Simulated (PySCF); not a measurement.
CaTl at PBE

Level: PBE. Ca def2-SVP, Tl def2-SVP with ECP60; scalar-relativistic core potentials (PySCF 2.14).

| Property | Result |
| --- | --- |
| state | ²Π (doublet), unpaired electrons π ↑ |
| bond length | 3.275 Å |
| harmonic wavenumber | 122 cm⁻¹ |
| force constant | 0.292 mdyn/Å |
| rotational constant Be | 0.04699 cm⁻¹ |
| anharmonicity ωexe | 0.535 cm⁻¹ |
| vibration–rotation constant αe | 0.000259 cm⁻¹ |
| well depth De to Ca + Tl | 0.70 eV |
| dissociation energy D0 | 0.69 eV |
| bond order (Mayer) | 1.17 |
| dipole moment (positive dipole means Ca(−)Tl(+)) | -1.81 D |

Spin–orbit coupling is left out, which matters for elements this heavy, above all for dissociation energies. The state is the lowest determinant that a PBE0 search found; another state may lie lower at other levels.
